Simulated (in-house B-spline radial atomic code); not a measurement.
# The arsenic ion As¹¹⁺: [Ar] 3d4

Method: Dirac-Hartree-Fock, average of configuration, Fermi nucleus of rms radius 4.0968 fm. Calculated with an all-electron radial atomic-structure program (B-spline basis).

Screening seen three ways: the hydrogenic charge with the same mean radius, Z_r = [3n² - l(l+1)]/(2<r>), the one with the same energy, Z_e = n√(-2ε), and Slater's rules. Values are occupation-weighted means over j.

| shell | electrons | ε (eV) | <r> (bohr) | Z_r | Z_e | Slater |
| --- | --- | --- | --- | --- | --- | --- |
| 1s | 2 | -12259 | 0.04548 | 32.98 | 30.02 | 32.70 |
| 2s | 2 | -1882.9 | 0.2013 | 29.81 | 23.53 | 28.85 |
| 2p | 6 | -1684.5 | 0.1764 | 28.34 | 22.25 | 28.85 |
| 3s | 2 | -495.5 | 0.5577 | 24.20 | 18.10 | 21.75 |
| 3p | 6 | -428.15 | 0.5614 | 22.26 | 16.83 | 21.75 |
| 3d | 4 | -332.65 | 0.538 | 19.52 | 14.83 | 13.95 |

The least bound orbital is 3d5/2 at -332.2 eV, while the most diffuse is 3p3/2 (<r> = 0.5638 bohr against 0.5389 bohr): energy order and size order differ.

Spin-orbit splittings of the orbital energies (j = l + 1/2 above j = l - 1/2 when positive): 2p 36.98 eV, 3p 6.324 eV, 3d 1.049 eV.

For the 1s electron the small component carries 1.43 % of the norm, the zero-frequency Breit interaction raises the level by 17.97 eV, self-energy by 9.31 eV, and vacuum polarisation lowers it by 0.9152 eV.

The density falls to 0.001 bohr⁻³ at 1.62 bohr; Σ<r²> = 4.5975 bohr² gives, by the non-relativistic formula and without the paramagnetism of open shells, a Langevin diamagnetic susceptibility of -3.641×10⁻⁶ cm³/mol.
